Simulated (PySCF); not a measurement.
Compound: C7H8O2.
Cartesian coordinates in Å at the GFN2-xTB level; atoms count from 1:
```
atom  x, y, z in Å
C1     3.1991    0.4872   -0.2346
C2     2.0063    0.3984   -0.2414
C3     0.5622    0.2642   -0.2318
C4     0.1207   -1.0759    0.3628
C5    -1.3982   -1.1571    0.2818
C6    -2.1304    0.1055    0.7037
O7    -3.3089    0.1025    0.9373
O8    -1.4689    1.2671    0.7573
C9    -0.0594    1.3675    0.6258
H10    4.2445    0.5714   -0.2412
H11    0.1909    0.3476   -1.2608
H12    0.4525   -1.1340    1.4021
H13    0.5736   -1.9071   -0.1805
H14   -1.7879   -1.9772    0.8864
H15   -1.7087   -1.3470   -0.7508
H16    0.1229    2.3552    0.1928
H17    0.3825    1.3440    1.6307
```

Computed with TDDFT wB97X-D/def2-SVPD, vertical, gas phase, core orbitals frozen in the response in PySCF 2.14.0, density-fitted response routines.

Ground-to-excited transition dipoles (e·a0, same axes as the geometry; the sign carries no meaning), for the states with f of 0.002 or more among the lowest 8:

```
state  E (hartree)      μx      μy      μz
   S5       0.2849   0.588   0.203  -0.015
   S6       0.2895   0.235  -0.480   0.012
   S7       0.2924   0.225   0.107   0.413
   S8       0.2936  -0.717  -0.207   0.365
```

Q: Work out the oscillator strengths.

A: f = (2/3) ΔE |μ|² with ΔE in hartree (27.2114 eV).

```tsv
state	|μ|² (au)	|μ| (D)	f
S5	0.388	1.58	0.074
S6	0.286	1.36	0.055
S7	0.233	1.23	0.045
S8	0.690	2.11	0.135
```

Q: What angle do the transition dipoles of S6 and S8 make?

A: |cos θ| = |μa·μb| / (|μa| |μb|) = 0.15, so θ ≈ 82° (taken between 0 and 90°, since the signs are arbitrary).

Q: How is the summed strength of these states shared among x, y and z?

A: (2/3) Σ ΔE μα² gives 0.187 for x, 0.063 for y and 0.059 for z, 0.309 in all.

Q: What peak molar absorption coefficient would the strongest computed level give as a lone Gaussian band 0.3 eV wide at half height?

A: ε(max) = 2.175×10⁸ f / FWHM, with the width in cm⁻¹. S8: 2.175×10⁸ × 0.1351 / 2420 ≈ 12000 L mol⁻¹ cm⁻¹.

One conformer stands for the species.
